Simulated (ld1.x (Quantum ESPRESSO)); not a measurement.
# Which change was made? (La, TM)

ld1.x (Quantum ESPRESSO) 7.5 input, shortened:

```
&input
   title='La', zed=57., rel=2, dft='PBESOL', iswitch=3,
   config='[Xe] 4f0 5d1 6s2 6p0', rel_dist='average'
 /
 &inputp
   pseudotype=2, tm=.true., lloc=-1, rcloc=2.15,
   nlcc=.false.
 /
4
5S  1  0   2.00   0.00  2.40  2.40  0.0
5P  2  1   6.00   0.00  2.60  2.60  0.0
5D  3  2   1.00   0.00  2.55  2.55  0.0
4F  4  3   0.00   0.00  1.10  1.10  0.0
 &test
   configts(1)='4f0 5s2 5p6 5d1 6s2 6p0'
 /
```

Open shells are filled in proportion to 2j + 1 (rel_dist='average').

Occupied shells without a wave of their own: 6s. They enter only through the test configuration that unscreens the potential.

Cutoffs, loose and tight: the cutoffs (Ry, on a coarse ladder) from which the occupation-weighted sum of valence levels, in a spherical-Bessel basis at the reference potential, stays within 10 and 1 mRy of its value at 400 Ry. They do not see the model core or the augmentation charge, which bear on the density cutoff. Test errors are all-electron minus pseudo excitation energies from the reference, over the configurations 4f0 5s2 5p6 5d1 6s1 6p0; 4f0 5s2 5p6 5d1 6s0 6p0; 4f0 5s2 5p6 5d0 6s0 6p0; 4f0 5s2 5p6 5d1 6s1 6p1; 4f0 5s2 5p6 5d0 6s2 6p1; 4f0 5s2 5p6 5d0 6s2 6p0; 4f1 5s2 5p6 5d0 6s2 6p0; variants that change the core or the reference have their own tests. The largest error is taken over the tests solved by every variant that gives reliable tests at all, those not shown here included: 4f0 5s2 5p6 5d0 6s0 6p0; 4f0 5s2 5p6 5d0 6s2 6p0; 4f0 5s2 5p6 5d0 6s2 6p1; 4f0 5s2 5p6 5d1 6s0 6p0; 4f0 5s2 5p6 5d1 6s1 6p0; 4f0 5s2 5p6 5d1 6s1 6p1.

The base gives: outcome: generated, misses its reference levels by 0.52 eV; bound ghosts: not determined; largest test error (meV): -2949.

After one change the result is: outcome: generated, misses its reference levels by 0.58 eV; bound ghosts: not determined; largest test error (meV): -1464. Which change was it?
A. functional Wu–Cohen
B. all radii scaled by about 1.04 (s 2.50, p 2.70, d 2.66, f 1.14 bohr); local potential all-electron potential smoothed inside 2.24 bohr (lloc = -1)
C. reference 4f0 5s2 5p6 5d1 6s1.5 6p0

C. The others give: all radii scaled by about 1.04 (s 2.50, p 2.70, d 2.66, f 1.14 bohr); local potential all-electron potential smoothed inside 2.24 bohr (lloc = -1) → outcome: generated, misses its reference levels by 0.38 eV; bound ghosts: not determined; largest test error (meV): -2085 | functional Wu–Cohen → outcome: generated, misses its reference levels by 0.49 eV; bound ghosts: not determined; largest test error (meV): -2715.
